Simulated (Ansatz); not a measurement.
Consider the adduct formation: `[AlH3]` + `[SiH3]O[SiH3]` → `[AlH3-][O+]([SiH3])[SiH3]`.

Isolated molecules relaxed with PBE0-D4/def2-TZVP in Ansatz; ΔE leaves out vibrations. CBS: MP2 limit from def2 TZ/QZ plus the TZ coupled-cluster correction, frozen cores. This one scheme is used for every species. Functionals use def2-TZVPP. B3LYP here is the variant with VWN-RPA as its local correlation; programs differ in this.

```tsv
level	ΔE (kJ/mol)
PBE-D4	-77.8
r2SCAN-D4	-79.3
B3LYP-D4	-71.2
LC-ωPBE	-68.6
```

(1) What does CCSD(T)/CBS give? (Best estimate.)

Largest T1 diagnostic among the species: 0.011.

Answers

(1) The calculation gave: -76.0 kJ/mol. The listed levels differ from it by -1.8, -3.3, 4.8, 7.4 kJ/mol.

In def2-TZVPP, CCSD(T) changes the Hartree–Fock value by −35.7 kJ/mol (the triples alone add −5.0 kJ/mol) and MP2 by −35.4 kJ/mol. The D4 term adds −21.1 kJ/mol with B3LYP and −11.4 kJ/mol with PBE0; it sums over pairs of atoms, weighted by their polarisabilities, and B3LYP, whose exchange is more repulsive, gets the larger term. Leaving LDA and LC-ωPBE aside and taking each functional with its dispersion term where it has one, the values, not all of them listed here, spread over 19.7 kJ/mol, from r2SCAN0-D4 to B2PLYP. LDA lies −39.6 kJ/mol from PBE without D4.
